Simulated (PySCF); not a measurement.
Stepwise substitution at one centre (Ga CH3-H). Isolated molecules, 0 K electronic values unless said otherwise. Strings in code marks are SMILES.

Computed with ωB97X-D3(BJ)/def2-TZVP // B3LYP-D3(BJ)/def2-TZVP in PySCF. Delta-SCF ions had no search for a lower state. Excitations are Tamm–Dancoff values on a coarser integration grid. The basis has no diffuse functions, so Rydberg states are missing or too high.

```json
[
 {"species": "0 of 3 CH3 replaced by H (`[CH3][Ga]([CH3])[CH3]`)", "brightest of the four lowest singlets (TDA) (eV)": "7.49", "vertical ionisation energy (Delta-SCF) (eV)": "9.67", "S1 excitation (TDA) (eV)": "5.63", "S1–T1 gap (TDA) (eV)": "0.27"},
 {"species": "1 of 3 CH3 replaced by H", "brightest of the four lowest singlets (TDA) (eV)": "7.81", "vertical ionisation energy (Delta-SCF) (eV)": "9.96", "S1 excitation (TDA) (eV)": "5.43", "S1–T1 gap (TDA) (eV)": "0.27"},
 {"species": "2 of 3 CH3 replaced by H (`[CH3][GaH2]`)", "brightest of the four lowest singlets (TDA) (eV)": "8.20", "vertical ionisation energy (Delta-SCF) (eV)": "10.49", "S1 excitation (TDA) (eV)": "5.34", "S1–T1 gap (TDA) (eV)": "0.31"},
 {"species": "3 of 3 CH3 replaced by H (`[GaH3]`)", "brightest of the four lowest singlets (TDA) (eV)": "–", "vertical ionisation energy (Delta-SCF) (eV)": "11.46", "S1 excitation (TDA) (eV)": "–", "S1–T1 gap (TDA) (eV)": "–"}
]
```
